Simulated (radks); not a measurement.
Results of a calculation; reference values are marked as such.
The nuclear charge of the tellurium ion Te+ is varied continuously with 51 electrons held in [Kr] 4d10 5s2 5p3. Code: a radial shooting solver on a logarithmic mesh with Libxc functionals. Model: scalar-relativistic Kohn-Sham, LDA (Slater exchange, Perdew-Wang correlation), spin-unpolarised, spherical densities, finite nucleus; Fermi nuclear charge, rms radius 4.7423 fm. By the Hellmann-Feynman theorem dE/dZ = E(electron-nucleus)/Z, the electronic potential at the nucleus (averaged over a nucleus of fixed radius). The scalar-relativistic energy here is not variational (the density holds large components alone), so the two differ by a part that grows with Z.

| Z | E (hartree) | E(electron-nucleus)/Z (hartree) | HOMO | e(HOMO) (eV) | <r> HOMO (bohr) |
|---|---|---|---|---|---|
| 51.5 | -6630.97296 | -311.383 | 5p | -9.171 | 2.658 |
| 51.6 | -6662.26470 | -312.220 | 5p | -10.074 | 2.617 |
| 51.7 | -6693.64094 | -313.057 | 5p | -10.999 | 2.578 |
| 51.8 | -6725.10169 | -313.894 | 5p | -11.943 | 2.541 |
| 51.9 | -6756.64696 | -314.731 | 5p | -12.907 | 2.506 |
| 52 | -6788.27676 | -315.569 | 5p | -13.891 | 2.472 |
| 52.1 | -6819.99111 | -316.406 | 5p | -14.894 | 2.440 |
| 52.2 | -6851.79001 | -317.244 | 5p | -15.915 | 2.410 |
| 52.3 | -6883.67349 | -318.081 | 5p | -16.955 | 2.380 |
| 52.4 | -6915.64157 | -318.919 | 5p | -18.013 | 2.352 |
| 52.5 | -6947.69427 | -319.757 | 5p | -19.089 | 2.324 |
| 52.6 | -6979.83160 | -320.595 | 5p | -20.182 | 2.298 |
| 52.7 | -7012.05360 | -321.434 | 5p | -21.292 | 2.272 |
| 52.8 | -7044.36028 | -322.272 | 5p | -22.420 | 2.248 |
| 52.9 | -7076.75167 | -323.111 | 5p | -23.564 | 2.224 |
| 53 | -7109.22780 | -323.950 | 5p | -24.725 | 2.201 |

The central difference of E at Z = 52 is -316.721 hartree, to compare with the third column; the second derivative is -8.45 hartree.
